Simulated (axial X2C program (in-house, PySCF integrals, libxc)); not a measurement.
# SnBr: cheaper levels and CCSD(T), two-component

Computed with an axial X2C code built on PySCF integrals. Two-component (2c) means X2C with spin–orbit coupling and atomic mean-field two-electron Coulomb and Gaunt terms. Basis: Sn dyall-cv3z [11s12p9d4f1g], Br dyall-cv3z [8s9p6d4f1g] (cores contracted in-house); Gaussian nuclei, density fitting, unrestricted open shells. Masses: Sn 119.902 u, Br 78.918 u.

State: Ω = 1/2 (⟨Sz⟩ = -0.50, ⟨Lz⟩ = 1.00 at HF); fragments Sn + Br.

```
level  Re (Å)  ωe (cm⁻¹)
 PBE0   2.518      242.3
   HF   2.543      237.2
  MP2   2.531      244.0
 CCSD   2.536      241.6
TPSSh   2.527      238.3
```

Correlated methods: 11 electrons correlated (number of frozen shells: Sn 4 s, 3 p, 2 d; Br 3 s, 2 p, 1 d), 273 virtual spin orbitals or spinors in MP2, 90 natural virtuals in coupled cluster.

CCSD(T), same Hamiltonian and basis:

Re = 2.538 Å, ωe = 240.9 cm⁻¹; T1 = 0.014 (Lee–Taylor normalisation).

(1) Give the differences from CCSD(T) in the columns below.

Occupations by symmetry block were frozen at the best pattern of an incomplete PBE0 search. De is not given where an atomic determinant may have missed its ground term or J level, or where the truncated virtual space spoils (T). Density functionals use the spin component along the axis (collinear). CCSD and (T) use frozen natural virtuals with an MP2 correction for the truncation; (T) itself is uncorrected, so its De runs slightly low. Without a current term, density functionals place determinants with orbital angular momentum somewhat too high. With the outer-core shells frozen, correlated bond lengths of heavy atoms tend to come out a few hundredths of an ångström too long.

## Answers

(1) 

```tsv
level	ΔRe (Å)	Δωe (cm⁻¹)
PBE0	-0.020	1.4
HF	0.005	-3.7
MP2	-0.007	3.1
CCSD	-0.002	0.7
TPSSh	-0.011	-2.6
```
